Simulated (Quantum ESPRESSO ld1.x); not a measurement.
A nucleus of charge 8.3 with 7 electrons, configuration [He] 2s2 2p3. Method: Dirac Kohn-Sham, relativistic LDA (MacDonald-Vosko exchange, VWN5 correlation), spin-unpolarised, spherical densities, point nucleus; open shells are shared between the two j in proportion to 2j + 1; computed with ld1.x of Quantum ESPRESSO 7.5. Some entries of the table are withheld. Estimate them.

orbital,occ.,eigenvalue (eV),r(max) (bohr)
1s1/2,2,(1),0.125
2s1/2,2,-47.103,0.815
2p1/2,1,(2),(3)
2p3/2,2,(4),(5)

Answer. 
(1) 1s1/2 eigenvalue (eV): -579.133
(2) 2p1/2 eigenvalue (eV): -31.250
(3) 2p1/2 r(max) (bohr): 0.735
(4) 2p3/2 eigenvalue (eV): -31.195
(5) 2p3/2 r(max) (bohr): 0.735
